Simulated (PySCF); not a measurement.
## [MnO4]3-: what the settings change

The complex [MnO4]3- (charge -3) contains Mn(V), shell d2. The structure is a PBE0-D3(BJ)/def2-TZVP, IEF-PCM water geometry optimised for multiplicity 3; coordination tetrahedral, point group Td, metal–donor distances 1.69 Å.

The d shell alone is too small an active space for [MnO4]3- (an active orbital has only 0.61 squared overlap with the free ion's shell): its levels, fitted parameters, g values and moments show what this model gives and aren't sound predictions.

```
5

Mn    0.0000    0.0000    0.0000
O     0.9763    0.9763    0.9763
O    -0.9763    0.9763   -0.9763
O     0.9763   -0.9763   -0.9763
O    -0.9763   -0.9763    0.9763
```

Method (PySCF 2.14, density fitting): CASSCF(2,5) with orbitals averaged over all microstates of the shell, strongly contracted NEVPT2 on the averaged canonical orbitals; basis x2c-TZVPall on the metal, x2c-SVPall elsewhere; spin-free X2C; IEF-PCM water; spin-orbit coupling by state interaction with the mean-field operator over all roots.

Base run: NEVPT2 ground state 3A2, next 1E at 11959, then 3T2 at 19640 cm⁻¹, 10Dq(CASSCF) 14642, B(CASSCF) 818, ζ 274 cm⁻¹, g 1.962 1.962 1.962, μeff(300 K) 2.79 μB.

Question: What happens with the basis x2c-TZVPall on all atoms?

Answer: NEVPT2 ground state 3A2, next 1E at 11886, then 3T2 at 18494 cm⁻¹, 10Dq(CASSCF) 14256, B(CASSCF) 817, ζ 275 cm⁻¹, g 1.959 1.959 1.959, μeff(300 K) 2.79 μB. It took 14 s against 7.6 s on a shared host of the same kind.

Question: What happens with orbitals averaged over the highest spin alone?

Answer: NEVPT2 ground state 3A2, next 1E at 12070, then 3T2 at 19826 cm⁻¹, 10Dq(CASSCF) 14743, B(CASSCF) 824, ζ 278 cm⁻¹, g 1.962 1.962 1.962, μeff(300 K) 2.79 μB.

Charge-transfer states lie outside this active space and may come lower than some of these levels. NEVPT2 lifts 3T2 from 14832 to 19640 cm⁻¹; on the d shell alone such lifts tend to overshoot. NEVPT2 on the d shell alone tends to put d–d bands too high for such charged or covalently bound ions.
